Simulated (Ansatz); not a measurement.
Ansatz results at the PBE0-D4/def2-TZVP geometry: HOMO–LUMO gap (ωB97M-V/def2-TZVPP) 11.51 eV; HOMO energy (ωB97M-V/def2-TZVPP) -9.80 eV; size of the dipole moment (PBE/def2-TZVPP) 1.78 D.

Task: Which molecule gave them?
A. `C[CH]([GeH3])Br`
B. `NB1CCO1`
C. `C=[C]([GaH2])[InH2]`
D. `COC=N`

Result: A. The others give `COC=N`: 13.07, -10.19, 0.68; `C=[C]([GaH2])[InH2]`: 8.48, -8.90, 0.74; `NB1CCO1`: 12.10, -9.88, 1.63.
